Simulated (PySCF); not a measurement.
# Choosing a basis for TDDFT

Compound: C₃H₉Al.
SMILES: `CC[CH2][AlH2]`

TDDFT with PBE0 (PySCF), vertical singlets, core orbitals frozen in the response, spherical d and f functions. One conformer (not necessarily the lowest) at the PBE0-D3(BJ)/def2-SVP geometry, without solvent, vibrations or thermal averaging.

| basis | functions | diffuse | S1 (eV) | S2 (eV) | S3 (eV) | S4 (eV) | S5 (eV) | LUMO (eV) | α (au) |
| --- | --- | --- | --- | --- | --- | --- | --- | --- | --- |
| 6-31+G* | 94 | yes | 4.75 | 5.43 | 6.61 | 7.00 | 7.18 | -1.32 | 62.0 |
| aug-cc-pVDZ | 177 | yes | 4.74 | 5.35 | 6.44 | 6.94 | 7.02 | -1.35 | 69.3 |
| def2-TZVP | 184 | no | 4.78 | 5.41 | 7.01 | 7.08 | 7.22 | -1.27 | 65.5 |
| def2-TZVPD | 235 | yes | 4.78 | 5.41 | 6.60 | 7.01 | 7.20 | -1.29 | 68.9 |

Question: How much do these states and the polarisability depend on the basis?

Answer: States are compared by their number. Against the largest diffuse basis here (def2-TZVPD, itself not a converged limit), sets without diffuse functions differ by up to 0.00 eV in S1 and 0.02 eV in S5; the smaller diffuse sets differ by up to 0.04 and 0.18 eV. State by state, the largest deviation of a set without diffuse functions is S1 0.00, S2 0.01, S3 0.40, S4 0.08, S5 0.02 eV. The same number needn't mean the same state in each row. Against def2-TZVPD the polarisability deviates by -10% in 6-31+G*, +1% in aug-cc-pVDZ, -5% in def2-TZVP. A single + in a Pople set puts diffuse functions on heavy atoms only.
